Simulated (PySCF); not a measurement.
(3Z)-3,4-difluoropenta-1,3-diene (C5H6F2), SMILES C=C/C(F)=C(\C)F.

The structure is a stationary point at ωB97X-D3(BJ)/def2-SVP. Other conformers were not sampled.

Computed with PySCF with TDA-M06-2X/def2-SVPD.

Vertical excitations. The molecule is in vacuum. State labels are in the subgroup Cs.

Computed excitation energies, oscillator strengths and character:
| state | symmetry | energy (eV) | λ (nm) | f | main pairs |
|---|---|---|---|---|---|
| S1 | A" | 6.06 | 205 | 0.000 | HOMO→LUMO+1 84 % |
| S2 | A' | 6.16 | 201 | 0.946 | HOMO→LUMO 92 % |
| S3 | A" | 6.94 | 179 | 0.001 | HOMO→LUMO+2 75 % |
| S4 | A" | 7.22 | 172 | 0.026 | HOMO→LUMO+3 81 % |
| S5 | A" | 7.55 | 164 | 0.017 | HOMO→LUMO+4 59 %, HOMO→LUMO+7 15 % |
| S6 | A' | 7.74 | 160 | 0.197 | HOMO→LUMO+6 47 %, HOMO−1→LUMO 46 % |
| S7 | A" | 7.90 | 157 | 0.001 | HOMO−2→LUMO 90 % |
| S8 | A" | 8.14 | 152 | 0.002 | HOMO→LUMO+5 45 %, HOMO→LUMO+7 25 %, HOMO→LUMO+4 21 % |
| S9 | A" | 8.35 | 149 | 0.000 | HOMO→LUMO+5 43 %, HOMO→LUMO+7 37 % |
| S10 | A' | 8.51 | 146 | 0.001 | HOMO→LUMO+6 47 %, HOMO−1→LUMO 41 % |
| T1 | A' | 3.45 | 360 | 0 | HOMO→LUMO 94 % |
| T2 | A' | 5.38 | 231 | 0 | HOMO−1→LUMO 62 %, HOMO→LUMO+6 28 % |
| T3 | A" | 5.92 | 210 | 0 | HOMO→LUMO+1 74 % |
| T4 | A" | 6.86 | 181 | 0 | HOMO→LUMO+2 60 %, HOMO→LUMO+1 17 % |
Triplets are in the Tamm–Dancoff approximation.
